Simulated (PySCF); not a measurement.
## Mayer bond orders and bond lengths

Compound: C8H16Si.
Numbering: `[CH2:1]=[CH:2][C@@:3]1([CH2:4][CH2:5][CH3:6])[SiH2:7][C@H:8]1[CH3:9]` (hydrogens: H10, H11 on C1; H12 on C2; H13, H14 on C4; H15, H16 on C5; H17, H18, H19 on C6; H20, H21 on Si7; H22 on C8; H23, H24, H25 on C9)

Geometry (GFN2-xTB, Å), atoms numbered from 1 in this order:
```xyz
25
C8H16Si angstrom
C     -0.5197    1.8347   -1.8275
C     -0.8766    0.7275   -1.1861
C     -0.5805    0.3912    0.2075
C      0.6512    1.0435    0.8135
C      1.9590    0.7392    0.0720
C      2.3593   -0.7295    0.1148
Si    -2.1162    0.2351    1.3591
C     -0.8936   -1.0359    0.7039
C     -1.2938   -2.1261   -0.2643
H      0.0622    2.6153   -1.3691
H     -0.8115    2.0042   -2.8499
H     -1.4830    0.0074   -1.7192
H      0.7517    0.7181    1.8523
H      0.5125    2.1279    0.8294
H      2.7538    1.3374    0.5262
H      1.8614    1.0496   -0.9692
H      3.3239   -0.8704   -0.3693
H      1.6278   -1.3409   -0.4048
H      2.4408   -1.0786    1.1426
H     -1.9880    0.6988    2.7278
H     -3.4238    0.3095    0.7368
H     -0.1445   -1.3943    1.4033
H     -2.1766   -1.8563   -0.8392
H     -0.4854   -2.3435   -0.9641
H     -1.5214   -3.0397    0.2830
```

Bond orders from the PBE0/pcSseg-1 density (PySCF). One conformer (not necessarily the lowest) at the GFN2-xTB geometry, without solvent, vibrations or thermal averaging.

Q: How far do the computed orders between heavy atoms stray from the drawn ones?

A: The largest departure is 0.165, at C8–C3 (drawn single, 0.835) and C3–Si7 (drawn single, 0.836). Drawn single, order below 0.88: C3–Si7 (0.836) and C8–C3 (0.835).

Q: Set the Mayer orders of the bonds between heavy atoms beside their lengths.

A: 
```tsv
bond	drawn as	length (Å)	Mayer order
C1–C2	double	1.328	1.949
C2–C3	single	1.464	1.055
C3–C4	single	1.520	1.046
C4–C5	single	1.534	1.050
C5–C6	single	1.523	1.058
C3–Si7	single	1.926	0.836
Si7–C8	single	1.881	0.922
C8–C9	single	1.512	1.062
C8–C3	single	1.543	0.835
```

Bonds between the same two heavy elements. C–C: lowest C8–C3 (0.835, 1.543 Å), highest C1–C2 (1.949, 1.328 Å). C–Si: lowest C3–Si7 (0.836, 1.926 Å), highest Si7–C8 (0.922, 1.881 Å).

Q: And the bonds to hydrogen?

A: C–H: 0.93 to 0.97 (14 bonds); H–Si: 0.95 (2 bonds).

Q: Sum the orders of all bonds at each heavy atom with more than one neighbour and set the sums beside the valence in the SMILES.

A: C1 3.838 (drawn 4), C2 3.950 (drawn 4), C3 3.772 (drawn 4), C4 3.965 (drawn 4), C5 4.002 (drawn 4), C6 3.945 (drawn 4), Si7 3.654 (drawn 4), C8 3.750 (drawn 4), C9 3.927 (drawn 4). Orders between atoms that aren't bonded are not in these sums.

Mayer orders depend on the basis set.
